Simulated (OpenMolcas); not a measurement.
Sn I: from RASSCF to RASPT2

```
Program             : OpenMolcas
Basis               : ANO-RCC-VQZP [8s7p5d3f2g]
Scalar Hamiltonian  : DKH2, point nucleus
Active space        : 2 electrons in 9 orbitals (RAS2 5p; RAS3 5d 6s, at most 1 electron)
State averaging     : 2S+1 = 3 even, 3 roots; 2S+1 = 1 even, 6 roots; 2S+1 = 3 odd, 10 roots; 2S+1 = 1 odd, 8 roots
Spin-orbit coupling : state interaction with AMFI integrals over the reference wave functions, term energies averaged over their components
```

Methods on the same reference wave functions:
A. RASSCF
B. SS-RASPT2, IPEA 0.25 Eh, imaginary shift 0.1 Eh (closed shells correlated: 4d 5s)

Energies in cm⁻¹ above 5s² 5p² ³P₀, the measured ground level; measured values from NIST Handbook of Basic Atomic Spectroscopic Data.

```json
{"Level": "5s² 5p² ³P₀", "A": "0.0", "B": "0.0", "Measured": "0.0"}
{"Level": "5s² 5p² ³P₁", "A": "1363", "B": "1397", "Measured": "1692"}
{"Level": "5s² 5p² ³P₂", "A": "3086", "B": "3010", "Measured": "3428"}
{"Level": "5s² 5p² ¹D₂", "A": "10295", "B": "8380", "Measured": "8613"}
{"Level": "5s² 5p² ¹S₀", "A": "21561", "B": "19820", "Measured": "17162"}
{"Level": "5s² 5p 6s ³P°₀", "A": "43713", "B": "42460", "Measured": "34641"}
{"Level": "5s² 5p 6s ³P°₁", "A": "44280", "B": "42890", "Measured": "34914"}
{"Level": "5s² 5p 6s ³P°₂", "A": "46786", "B": "45540", "Measured": "38629"}
{"Level": "5s² 5p 6s ¹P°₁", "A": "49370", "B": "47040", "Measured": "39257"}
```

Deviations, from unrounded energies. A percentage is the sum of absolute deviations over the sum of measured energies, with the sign that they share, or ± where signs differ.

| Against measurement | Levels | A | B |
| --- | --- | --- | --- |
| mean absolute deviation (cm-1) | 8 | 5400 | 4300 |
| fine structure of the ground term (%) | 2 | -13.1 | -13.9 |
| other terms of the ground configuration (%) | 2 | +23.6 | ±11.2 |
| other configurations (%) | 4 | +24.9 | +20.7 |

B lies closest to measurement on these levels. The largest miss of B in the table is 5s² 5p 6s ³P°₁, by +8000 cm-1. The ranking rests on the paired levels alone, and a cruder setting can come out closer through cancelling errors.

From A to B the spin-free energies of the other terms of 5s² 5p² shown, above ³P, scale by factors of 0.73 to 0.90.

The lowest spin-free term lies below A's lowest term by 0.496 hartree in B.

CASPT2 breaks the degeneracy within a term, and the mean is taken; among the terms shown or strongly mixed into the levels shown the widest spread is 73 cm-1 (5s² 5p² ¹D, B). ANO sets are built for valence states and can reach diffuse excited orbitals poorly, and with the s shell closed the s pⁿ⁺¹ terms that mix with these levels are absent. With the s shell closed, the reference lacks s² → p² mixing. Some terms miss by over 15 % even with CASPT2, which points to a basis or an active space too small for the shells correlated (holds for B). Measured partners are found by configuration, term and J. A level has none where our copy of the source lacks it or the pairing is in doubt (some pairs that miss far off the trend of their configuration count as doubtful), and it then counts in no deviation. Levels of configurations outside the active space are missing. Levels that lie high or do not pair safely by name in every column are left out.

° marks odd parity.
